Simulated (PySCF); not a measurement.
Working out the excitation energy of C

C [He] 2s2 2p2 (3P) → C [He] 2s1 2p3 (5S). Computed with PySCF 2.14 in dyall-av2z (11s7p2d, 42 functions), with no relativity, point nucleus. Frozen: 1s2; the 8 highest virtual orbitals dropped. Energies in hartree (1 hartree = 27.21139 eV):

```
            part   C (lower)   C (upper)
             UHF  -37.692285  -37.597965
CCSD correlation   -0.081560   -0.029835
             (T)   -0.001499   -0.000234
```

**Question.** What does Hartree-Fock give?

**Answer.** (-37.597965) − (-37.692285) = 0.094320 hartree = 2.567 eV.

**Question.** What do CCSD and CCSD(T) give?

**Answer.** The CCSD correlation energies differ by 0.051725 hartree = 1.408 eV and the triples by 0.001265 hartree = 0.034 eV, so CCSD gives 3.975 eV and CCSD(T) 4.009 eV.

Measured between the centres of the two terms (NIST): 4.179 eV, so CCSD(T) (valence) is off by -0.170 eV.

A double-zeta basis recovers only part of the correlation energy.

What remains against the reference includes basis incompleteness, the frozen core and higher excitations.
